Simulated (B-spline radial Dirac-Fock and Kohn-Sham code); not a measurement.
Elastic and transport cross sections of lithium for electrons

Level of theory: relativistic (Dirac) partial waves in the static field of the Dirac-Fock atom with Furness-McCarthy exchange, without polarisation or absorption potentials; a radial finite-basis atomic code. σ_tr1 and σ_tr2 weight the cross section with 1 − P₁ and 1 − P₂ of cos θ; "backward" is the share scattered beyond 90°.

| energy (eV) | σ (a₀²) | σ_tr1 (a₀²) | σ_tr2 (a₀²) | σ/σ_tr1 | backward (%) |
| --- | --- | --- | --- | --- | --- |
| 5370 | 0.186 | 0.00187 | 0.00452 | 99.1 | 0.10 |
| 6080 | 0.164 | 0.00150 | 0.00363 | 110 | 0.088 |
| 8730 | ? | ? | ? | ? | ? |
| 10000 | 0.101 | 0.000606 | 0.00150 | 167 | 0.052 |
| 13300 | 0.0767 | 0.000361 | 0.000904 | 213 | 0.039 |
| 14700 | 0.0696 | 0.000301 | 0.000756 | 232 | 0.035 |
| 18200 | 0.0568 | 0.000204 | 0.000516 | 279 | 0.028 |
| 20000 | 0.0519 | 0.000172 | 0.000437 | 302 | 0.025 |
| 20800 | 0.0501 | 0.000160 | 0.000407 | 313 | 0.024 |
| 21000 | 0.0496 | 0.000157 | 0.000400 | 315 | 0.024 |
| 22500 | 0.0465 | 0.000139 | 0.000354 | 335 | 0.022 |
| 22900 | 0.0457 | 0.000134 | 0.000343 | 340 | 0.022 |
| 26400 | 0.0401 | 0.000104 | 0.000266 | 386 | 0.019 |
| 27700 | 0.0383 | 9.52e-05 | 0.000244 | 403 | 0.018 |
| 30000 | 0.0356 | 8.24e-05 | 0.000212 | 432 | 0.016 |

Q: Fill in the row for 8.73 keV.

A: σ = 0.115 a₀², σ_tr1 = 0.000776 a₀², σ_tr2 = 0.00191 a₀², σ/σ_tr1 = 149, backward 0.060 %. The ratio σ/σ_tr1 is roughly the number of elastic collisions that randomise the direction.

Values without a named source are computed, but for edge energies of neutral atoms, which are taken from tables.
